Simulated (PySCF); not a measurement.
Molecule: `CCC[SiH]([SiH3])[SiH3]`, C3H14Si3.

Geometry:
| atom | x (Å) | y (Å) | z (Å) |
| --- | --- | --- | --- |
| C1 | -1.803 | 0.165 | 0.905 |
| C2 | -1.757 | -0.634 | -0.387 |
| C3 | -0.918 | 0.009 | -1.491 |
| Si4 | 0.916 | 0.310 | -1.081 |
| Si5 | 1.280 | 2.163 | 0.322 |
| Si6 | 1.869 | -1.572 | -0.053 |
| H7 | -2.475 | -0.299 | 1.642 |
| H8 | -2.159 | 1.193 | 0.729 |
| H9 | -0.809 | 0.236 | 1.377 |
| H10 | -2.785 | -0.784 | -0.761 |
| H11 | -1.370 | -1.648 | -0.176 |
| H12 | -1.355 | 0.977 | -1.794 |
| H13 | -0.929 | -0.626 | -2.394 |
| H14 | 1.654 | 0.575 | -2.359 |
| H15 | 1.211 | 1.769 | 1.764 |
| H16 | 2.633 | 2.751 | 0.067 |
| H17 | 0.249 | 3.223 | 0.079 |
| H18 | 1.629 | -2.816 | -0.851 |
| H19 | 3.344 | -1.383 | 0.106 |
| H20 | 1.275 | -1.770 | 1.308 |

Geometry PBE0-D3(BJ)/def2-SVP throughout; GIAO in PySCF 2.14, gas phase, one conformer, non-relativistic; equivalent atoms averaged; basis pcSseg-1.

Q: How do the absolute shieldings σ depend on the functional? (a selection of nuclei; ppm; last column core-seconds on shared hosts with different chips, so compare them loosely)

A: 
| functional | kind | C2 | C1 | C3 | Si4 | H14 | H15/H16/H17/H18/H19/H20 | H10/H11 | H7/H8/H9 | H12/H13 | core-s |
| --- | --- | --- | --- | --- | --- | --- | --- | --- | --- | --- | --- |
| HF | Hartree–Fock | 172.1 | 174.4 | 183.1 | 461.9 | 28.28 | 28.31 | 30.43 | 30.81 | 30.97 | 15 |
| LDA | LDA | 157.4 | 163.1 | 164.6 | 402.2 | 26.60 | 27.04 | 29.21 | 29.87 | 29.60 | 32 |
| PBE | GGA | 155.5 | 161.5 | 164.5 | 414.6 | 27.23 | 27.54 | 29.61 | 30.24 | 30.01 | 41 |
| BLYP | GGA | 149.6 | 156.2 | 158.6 | 396.0 | 27.54 | 27.81 | 29.76 | 30.37 | 30.19 | 41 |
| BP86 | GGA | 155.3 | 161.1 | 164.3 | 412.0 | 27.31 | 27.61 | 29.70 | 30.30 | 30.09 | 39 |
| OPBE | GGA | 161.8 | 167.5 | 171.5 | 440.5 | 27.33 | 27.59 | 29.69 | 30.32 | 30.06 | 41 |
| KT2 | GGA | 158.0 | 164.4 | 167.2 | 439.9 | 27.21 | 27.56 | 29.58 | 30.21 | 29.98 | 44 |
| KT3 | GGA | 157.0 | 163.6 | 166.7 | 438.9 | 27.57 | 27.84 | 29.74 | 30.37 | 30.15 | 44 |
| B97-D | GGA | 154.2 | 160.3 | 163.6 | 418.3 | 27.64 | 27.89 | 29.83 | 30.42 | 30.28 | 44 |
| B3LYP | global hybrid | 155.4 | 160.9 | 164.7 | 409.9 | 27.65 | 27.87 | 29.89 | 30.44 | 30.35 | 30 |
| PBE0 | global hybrid | 162.0 | 166.7 | 171.5 | 430.5 | 27.43 | 27.68 | 29.81 | 30.36 | 30.24 | 29 |
| mPW1PW91 | global hybrid | 161.1 | 165.8 | 170.8 | 428.1 | 27.52 | 27.75 | 29.87 | 30.41 | 30.31 | 29 |
| WP04 | global hybrid | 147.6 | 153.7 | 158.1 | 396.3 | 28.36 | 28.51 | 30.18 | 30.67 | 30.62 | 46 |
| B97-2 | global hybrid | 160.8 | 165.7 | 170.7 | 432.3 | 27.65 | 27.85 | 29.90 | 30.45 | 30.34 | 48 |
| BHandHLYP | global hybrid | 162.4 | 166.5 | 172.4 | 429.1 | 27.86 | 28.01 | 30.05 | 30.53 | 30.54 | 48 |
| CAM-B3LYP | range-separated hybrid | 160.6 | 165.1 | 170.3 | 418.0 | 27.64 | 27.84 | 29.89 | 30.41 | 30.39 | 64 |
| wB97X-D | range-separated hybrid | 162.9 | 167.0 | 173.4 | 431.3 | 27.61 | 27.82 | 29.98 | 30.47 | 30.47 | 52 |
| LC-wPBE | range-separated hybrid | 169.5 | 172.3 | 180.1 | 440.7 | 27.65 | 27.84 | 30.02 | 30.47 | 30.51 | 52 |

Q: Which nucleus among those listed moves most, in ppm?

A: Si4 (silicon bonded to C, 2 Si, H): from 396.0 ppm with BLYP to 461.9 ppm with HF. The smallest spread is 0.94 ppm, at H7/H8/H9. Proton shifts span only some 12 ppm, so a few tenths of a ppm matter as much there as several ppm in carbon.
